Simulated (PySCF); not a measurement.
**Working out the ionisation energy of As¹⁸⁺**

As¹⁸⁺ [Ne] 3s2 3p3 (4S) → As¹⁹⁺ [Ne] 3s2 3p2 (3P). Computed with PySCF 2.14 in an uncontracted even-tempered set (18 s from 1.7 bohr⁻², ratio 2.5; 12 p from 2.2 bohr⁻², ratio 2.5; 5 d from 10 bohr⁻², ratio 2.7; 4 f from 16 bohr⁻², ratio 2.7), with the spin-free X2C one-electron Hamiltonian (Gaussian nucleus). Frozen: 1s2; the 22 highest virtual orbitals dropped. Energies in hartree (1 hartree = 27.21139 eV):

| part | As¹⁸⁺ (lower) | As¹⁹⁺ (upper) |
| --- | --- | --- |
| UHF | -2081.144156 | -2054.445380 |
| MP2 opposite-spin | -0.350902 | -0.344617 |
| MP2 same-spin | -0.133763 | -0.117921 |

**Question.** What does Hartree-Fock give?

**Answer.** (-2054.445380) − (-2081.144156) = 26.698776 hartree = 726.511 eV.

**Question.** What do MP2 and SCS-MP2 (6/5 opposite-spin, 1/3 same-spin) give?

**Answer.** The opposite-spin parts differ by 0.171 eV and the same-spin parts by 0.431 eV. MP2: 726.511 + (0.171) + (0.431) = 727.113 eV. SCS-MP2: 726.511 + 1.2 × (0.171) + (0.431)/3 = 726.860 eV.

Reference: 728.9 ± 2.2 eV (semi-empirical (NIST evaluation); NIST Atomic Spectra Database, ionization energies), between the lowest levels; spin-orbit coupling is absent from the calculation.

What remains against the reference includes basis incompleteness, the frozen core and correlation beyond second order.
